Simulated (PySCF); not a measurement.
Results of a calculation; reference values are marked as such.
A d2 ion sits in a regular octahedral field with 10Dq = 15546 cm⁻¹, B = 1002 cm⁻¹ and C = 3766 cm⁻¹.

Q: Which are the lowest 9 multiplets of ligand-field theory, and at what energies?

A: 
| state | E / cm⁻¹ | E/B | CASSCF root / cm⁻¹ |
| --- | --- | --- | --- |
| 3T1g | 0 | 0.0 | 0 |
| 3T2g | 13932 | 13.9 | 13771 |
| 1T2g | 14148 | 14.1 | 14076 |
| 1Eg | 14538 | 14.5 | 14419 |
| 3T1g | 27344 | 27.3 | 27220 |
| 1A1g | 28933 | 28.9 | 28874 |
| 3A2g | 29478 | 29.4 | 29158 |
| 1T2g | 30263 | 30.2 | 30039 |
| 1T1g | 33484 | 33.4 | 33264 |

Δ/B = 15.5 on the Tanabe–Sugano diagram. The parameters were fitted to the CASSCF roots of [VF6]3-, shown in the last column; over these levels the model misses the roots by 172 cm⁻¹ rms. CASSCF lacks dynamic correlation, so its B and C lie well above those fitted to measured bands.
